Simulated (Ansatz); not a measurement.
Consider the formal exchange of groups at a C–Si bond: `FC[SiH2]O[SiH3]` + `CBS` → `CB(S)CF` + disiloxane.

Program: Ansatz. Geometries: PBE0-D4/def2-TZVP. ΔE: electronic, gas phase. CCSD(T)/CBS adds triple-zeta CCSD(T) − MP2 to the extrapolated MP2 energy (def2 sets, frozen cores). DFT in def2-TZVPP. One conformer a species, not always the lowest.

| level | ΔE (kJ/mol) |
| --- | --- |
| PBE-D4 | -12.5 |
| ωB97M-V | -12.6 |
| MP2/def2-TZVPP | -14.9 |
| CCSD/CBS(def2) | -13.1 |

Task: What does CCSD(T)/CBS give? (Best estimate.)

Result: The calculation gave: -13.0 kJ/mol. The listed levels differ from it by 0.5, 0.4, -1.9, -0.1 kJ/mol.

Largest T1 diagnostic among the species: 0.013.
